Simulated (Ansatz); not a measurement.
Two structures of BNH₈O₂, singlet, reached by relaxing down either side of one saddle point (PBE0-D4/def2-TZVP). Energies are electronic, without zero-point energy. Ansatz 0.2.0; basis: def2-TZVPP and def2-QZVPP; cores frozen in the correlated methods. Extrapolation: Hartree–Fock as exp(−7.88 √X), correlation as X^−2.97. First:

```tsv
atom	x (Å)	y (Å)	z (Å)
B1	-1.0038	-0.5295	0.2575
O2	0.0303	-1.3573	-0.3556
H3	-1.7619	-0.0618	-0.5691
H4	-1.5636	-1.0456	1.2061
H5	0.4277	1.1273	0.1301
N6	-0.2251	0.7994	0.8565
H7	1.1910	-0.2870	-1.0889
O8	1.6432	0.5767	-1.2268
H9	0.2541	-2.1140	0.1839
H10	-0.8860	1.5346	1.0820
H11	0.3173	0.5904	1.6886
H12	1.5767	0.7668	-2.1642
```

Second:

```csv
atom,x (Å),y (Å),z (Å)
B1,-1.0407,-0.4281,0.4069
O2,-0.0499,-1.2971,-0.6038
H3,-2.0006,-0.1915,-0.2836
H4,-1.2275,-1.2181,1.3068
H5,1.0188,0.8936,-0.2738
N6,-0.2799,0.8281,0.7937
H7,0.6990,-0.6940,-0.9311
O8,1.6601,0.5259,-0.9729
H9,0.3435,-2.0294,-0.1221
H10,-0.8309,1.6657,0.6696
H11,0.0703,0.8320,1.7421
H12,1.6377,1.1129,-1.7318
```

(1) Which bonds change from the first to the second?

(2) Give the saddle point's structure and its height above each. (To be estimated.)

T1 diagnostic: at most 0.011.

Answers

(1) BH₃O ([BH2][OH]) + H₂O + NH₃ → BNH₄ ([BH2][NH2]) + H₂O + H₂O (still joined by a long B–O bond); bonds formed: O2–H7, H5–O8; dative contacts that become bonds: B1–N6; bonds broken: H5–N6, H7–O8; bonds weakened to dative contacts: B1–O2.

(2) The calculation gives: 0.898 eV above the first and 0.163 eV above the second (CCSD(T) at an estimated basis limit (MP2 extrapolated from triple and quadruple zeta, plus CCSD(T) − MP2 in triple zeta)).
```xyz
12
angstrom
B -0.9960 -0.4479 0.3400
O -0.0120 -1.2751 -0.5862
H -1.9379 -0.1457 -0.3533
H -1.2642 -1.1721 1.2732
H 0.8239 0.8777 -0.1504
N -0.2124 0.8357 0.7575
H 0.7992 -0.5842 -0.9028
O 1.5664 0.4855 -0.9248
H 0.3547 -2.0258 -0.1147
H -0.7970 1.6589 0.6995
H 0.1576 0.7989 1.6993
H 1.5178 0.9942 -1.7374
```

Labels in which every atom is bracketed show which atoms are joined, not bond orders.

For scale, one of the runs: CCSD(T)/def2-TZVPP, 236 basis functions (an equivalent command: `ansatz run in.yaml --threads 4`). Time: 93 s of wall clock on 4 CPU threads; the host was shared. Peak host memory: 4.7 GiB.
